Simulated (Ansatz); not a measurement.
Input file for Ansatz (a quantum-chemistry and plane-wave program): R-BLYP/def2-TZVPP on GeH5NTe (SMILES N[Te][GeH3]), a point of a torsion scan. Elements past Kr take the def2 small-core potentials; no spin–orbit coupling.

Ansatz 0.2 input:
```yaml
crystal:
  periodic: [false, false, false]
  atoms:
    - {symbol: N, position_ang: [2.11310678, -0.13623990, 0.20620280]}
    - {symbol: Te, position_ang: [0.61941437, -0.13961117, 1.62047886]}
    - {symbol: Ge, position_ang: [-1.34681658, 0.04782854, 0.05183903]}
    - {symbol: H, position_ang: [2.09657389, 0.71721148, -0.33787524]}
    - {symbol: H, position_ang: [1.99641578, -0.90099470, -0.44702909]}
    - {symbol: H, position_ang: [-0.97042261, -0.37553057, -1.34195445]}
    - {symbol: H, position_ang: [-2.51921705, -0.80269419, 0.44014643]}
    - {symbol: H, position_ang: [-1.93044888, 1.42489704, -0.12939967]}
basis:
  gaussian:
    orbitals: def2-TZVPP
hamiltonian:
  xc: {name: BLYP}
scf: {lower_state_search: off}
```

It printed:

```
WARN ansatz: RAYON_NUM_THREADS=1 ignored (pool sized by the plan → 1); use --threads N
Functional definition: BLYP
these checks for a lower state are left out or cut short: stability, starts, cluster_reference, orbital_swaps, neighbouring_geometries, increment
integrals: 0.12 GiB planned
1194 factors; their error is unknown
mean field: 0.78 GiB planned
mean field evaluation 1: about -65371.6441 eV, gradient 7.9e1 eV
mean field evaluation 2: about -65281.0115 eV, gradient 1.6e2 eV
mean field evaluation 4: about -65382.3300 eV, gradient 2.2e1 eV
mean field evaluation 8: about -65383.3312 eV, gradient 2.7e-1 eV
mean field evaluation 16: about -65383.1908 eV, gradient 2.8e-3 eV
mean field -65383.19078733 eV, -2402.7879431158 hartree, gradient 7.7e-7 eV, S^2 0.000000; 0 other end points of the search recorded, 0 dependent functions left out
reference -65383.19112272 eV, -2402.7879554413 hartree; 34, 34 occupied and 165, 165 virtual orbitals, 1194 factors
Total energy: -65383.19112272 eV, -2402.7879554413 hartree
Checks for a lower state left out: stability, starts, cluster_reference, orbital_swaps, neighbouring_geometries, increment
```

Self-consistency was reached.

Cost: about 4 core-seconds (a rough figure).
